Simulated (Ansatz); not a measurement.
Complex (SMILES): F (HF) with S (H2S), atoms 1 to 2 the first; geometry from B3LYP-D3(BJ)/def2-TZVP, monomers rigid:
```xyz
5

F      1.0514    -0.0999    -0.0372
H      0.2433     0.3752     0.0204
S     -1.5978     1.6545     0.0327
H     -1.5779     1.8425    -1.2976
H     -0.9121     2.7859     0.2673
```

Basis-set convergence of the uncorrected interaction energy at PBE0 with Ansatz (a first-principles code). Cartesian d functions, on some or all atoms, in 6-31G*, 6-31+G*, 6-311G**, 6-311+G**; all else is spherical. The program fits the integrals of some runs and decomposes those of others, by size. No added dispersion term, no relativity. Functions are those of the species that has most. Reference: the counterpoise-corrected one, the value in aug-pcseg-3, -5.99 kcal/mol. Deviations are taken from unrounded values.

```tsv
basis	functions	uncorrected interaction energy (kcal/mol)
6-31G*	40	-5.61
6-31+G*	48	-6.42
def2-SVP	47	-7.14
def2-SVPD	74	-6.85
pcseg-1	47	-6.21
aug-pcseg-1	77	-7.00
cc-pV(D+d)Z	52	-6.31
aug-cc-pV(D+d)Z	82	-6.41
6-311G**	63	-5.82
6-311+G**	71	-6.40
def2-TZVP	86	-6.35
def2-TZVPD	113	-6.05
pcseg-2	106	-6.14
aug-pcseg-2	165	-6.07
cc-pV(T+d)Z	111	-6.17
aug-cc-pV(T+d)Z	170	-6.07
def2-TZVPP	115	-6.26
def2-TZVPPD	142	-6.07
cc-pV(Q+d)Z	209	-6.12
aug-cc-pV(Q+d)Z	307	-6.02
def2-QZVPP	217	-6.11
def2-QZVPPD	244	-6.00
pcseg-3	223	-6.03
aug-pcseg-3	321	-6.00
```

What the diffuse functions change, pair by pair:
- 6-31G* to 6-31+G*: 8 more functions, deviation 0.38 to -0.44 kcal/mol
- def2-SVP to def2-SVPD: 27 more functions, deviation -1.15 to -0.86 kcal/mol
- pcseg-1 to aug-pcseg-1: 30 more functions, deviation -0.22 to -1.01 kcal/mol
- cc-pV(D+d)Z to aug-cc-pV(D+d)Z: 30 more functions, deviation -0.32 to -0.42 kcal/mol
- 6-311G** to 6-311+G**: 8 more functions, deviation 0.17 to -0.41 kcal/mol
- def2-TZVP to def2-TZVPD: 27 more functions, deviation -0.37 to -0.07 kcal/mol
- pcseg-2 to aug-pcseg-2: 59 more functions, deviation -0.15 to -0.09 kcal/mol
- cc-pV(T+d)Z to aug-cc-pV(T+d)Z: 59 more functions, deviation -0.19 to -0.08 kcal/mol
- def2-TZVPP to def2-TZVPPD: 27 more functions, deviation -0.27 to -0.08 kcal/mol
- cc-pV(Q+d)Z to aug-cc-pV(Q+d)Z: 98 more functions, deviation -0.14 to -0.03 kcal/mol
- def2-QZVPP to def2-QZVPPD: 27 more functions, deviation -0.12 to -0.01 kcal/mol
- pcseg-3 to aug-pcseg-3: 98 more functions, deviation -0.04 to -0.01 kcal/mol

Leaving out the reference's own pair, they bring the value nearer the reference by more than 0.01 kcal/mol in 7 of 11 pairs.
